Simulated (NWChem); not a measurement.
System: CH$_{6}$FNOSi; SMILES F[SiH](N)OC

The following NWChem deck was run.

```
start job
memory heap 200 mb stack 900 mb global 1100 mb
geometry units angstroms noautoz
  Si     0.034668     0.443170    -0.341853
  N      1.077919     1.637003     0.280451
  F     -1.467073     0.452552     0.268044
  O      0.698473    -1.005170     0.070638
  C     -0.004783    -2.240479     0.025618
  H     -0.128621     0.661401    -1.796306
  H      1.042731     2.593286    -0.046232
  H      1.472758     1.559891     1.208916
  H      0.637387    -3.008753     0.465828
  H     -0.233175    -2.529606    -1.009167
  H     -0.941598    -2.191936     0.593362
end
basis spherical
  * library def2-tzvp
end
dft
  xc xpbe96 cpbe96
  iterations 150
  semidirect filesize 400000000
  mulliken
end
task dft energy
```

The geometry was optimised at B3LYP/6-31G* (spherical d).

Q: What results follow from this input? (PBE/def2-TZVP.) Quantities: energy (Ha); highest occupied level (eV); orbital gap (eV); dipole (D).

A: 
```json
{
 "energy (Ha)": "-560.84",
 "highest occupied level (eV)": "-6.40",
 "orbital gap (eV)": "6.51",
 "dipole (D)": "0.75"
}
```
